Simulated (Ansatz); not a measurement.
Pulling the pair apart

The pair of F⁻ (SMILES [F-], atom 1) and Si2H6 (SMILES [SiH3][SiH3], atoms 2–9), both closed shells, in one local arrangement (a lower one may exist), relaxed at PBE0-D4/def2-TZVPD:

F1  (-0.589, -0.167, -2.065)
Si2  (0.108, 1.097, 0.606)
Si3  (-0.113, -0.925, -0.586)
H4  (1.497, 1.221, 1.170)
H5  (-0.151, 2.457, 0.001)
H6  (-0.772, 1.081, 1.826)
H7  (0.334, -1.526, 0.822)
H8  (1.094, -1.541, -1.251)
H9  (-1.408, -1.697, -0.524)
(Å)

Si2H6 is shifted rigidly along the line between the mean atom positions of the two fragments (negative: closer). Counterpoise interaction energies in kcal/mol. Computed with Ansatz 0.2.0 (basis: def2-TZVPPD); correlated methods freeze the cores.

```tsv
shift (Å)	wB97M-V	PBE0-D4	PBE-D4
-0.17	-64.33	-64.41	-58.19
-0.09	-68.73	-68.68	-63.23
0.00	-70.02	-69.86	-65.16
0.09	-69.20	-68.97	-64.98
0.21	-65.86	-65.58	-62.50
0.43	-56.65	-56.39	-54.72
0.86	-38.72	-38.59	-38.59
1.73	-17.41	-17.45	-18.34
```

Q: What does CCSD(T) give at these shifts? (An estimate is asked for; the value comes from the calculation.)

A: Computed: -60.66, -65.37, -66.89, -66.26, -63.12, -54.22, -36.89, -16.74 kcal/mol. For zero shift, CCSD(T) at an estimated basis limit (MP2 extrapolated from triple and quadruple zeta, plus CCSD(T) − MP2 in triple zeta) gives -70.11 kcal/mol. These are counterpoise interaction energies, counted from the two frozen fragments.

T1 diagnostic: at most 0.019.

For scale, one of the runs: CCSD(T)/def2-TZVPPD, 238 basis functions, launched by `ansatz run in.yaml --threads 4 --pin off --events-out ev --progress --plain --max-ram 9574MiB`. Time: 88 s of wall clock on 4 CPU threads of an Arm Neoverse V1; the host was shared. Peak host memory: 4.2 GiB.
